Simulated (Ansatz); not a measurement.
System: sum formula Si$_{2}$H$_{4}$Cl$_{2}$, net charge 0, singlet state. SMILES: [SiH3][SiH](Cl)Cl
Structure (B3LYP-D3(BJ)/def2-TZVP (Ansatz, a first-principles code) minimum search):
```xyz
8

Si    -2.1276    -0.0442     0.0331
Si     0.1597    -0.2006     0.4945
Cl     1.0025     1.6815     0.3739
Cl     1.0474    -1.4343    -0.9045
H     -2.7346    -1.3933     0.1085
H     -2.2943     0.5118    -1.3280
H     -2.7669     0.8478     1.0280
H      0.4980    -0.7415     1.8249
```
Charge 0, spin multiplicity 1.

Property: vertical ionisation energy (to the doublet state of charge +1; each state is the SCF solution reached for its spin), in eV. Correlated levels leave the core frozen unless marked. Open shells are spin-unrestricted. No spin-orbit coupling. No relativistic terms. CBS marks a two-point X^-3 extrapolation of the correlation energy; Hartree-Fock from the larger set. The bracket is a focal-point correction in the basis named.

| level | program | vertical ionisation energy (eV) |
|---|---|---|
| HF/aug-cc-pV(T+d)Z | Ansatz | 10.02 |
| HF/aug-cc-pV(Q+d)Z | Ansatz | 10.01 |
| SVWN5/def2-TZVPD | Ansatz | 9.93 |
| PBE/def2-TZVPD | Ansatz | 9.83 |
| r2SCAN/def2-TZVPD | Ansatz | 10.02 |
| B3LYP/def2-TZVPD | Ansatz | 10.17 |
| PBE0/def2-TZVPD | Ansatz | 10.20 |
| wB97M-V/def2-TZVPD | Ansatz | 10.41 |
| wB97X-V/def2-TZVPD | Ansatz | 10.49 |
| B2PLYP/def2-TZVPD | Ansatz | 10.28 |
| MP2/aug-cc-pV(D+d)Z | Ansatz | 10.46 |
| MP2/aug-cc-pV(T+d)Z | Ansatz | 10.57 |
| RI-MP2/aug-cc-pV(T+d)Z | Ansatz | 10.57 |
| RI-MP2/aug-cc-pV(Q+d)Z | Ansatz | 10.64 |
| RI-MP2/CBS(aug-cc-pV(T+d)Z,aug-cc-pV(Q+d)Z) | Ansatz | 10.69 |
| SCS-MP2/aug-cc-pV(D+d)Z | Ansatz | 10.48 |
| SCS-MP2/aug-cc-pV(T+d)Z | Ansatz | 10.60 |
| CCSD/aug-cc-pV(T+d)Z | Ansatz | 10.55 |
| CCSD(T)/aug-cc-pV(D+d)Z | Ansatz | 10.36 |
| RI-MP2/CBS(aug-cc-pV(T+d)Z,aug-cc-pV(Q+d)Z)+[CCSD(T)-MP2]/aug-cc-pV(D+d)Z | Ansatz | 10.60 |
| RI-MP2/CBS(aug-cc-pV(T+d)Z,aug-cc-pV(Q+d)Z)+[CCSD(T)-MP2]/aug-cc-pV(T+d)Z | Ansatz | 10.61 |
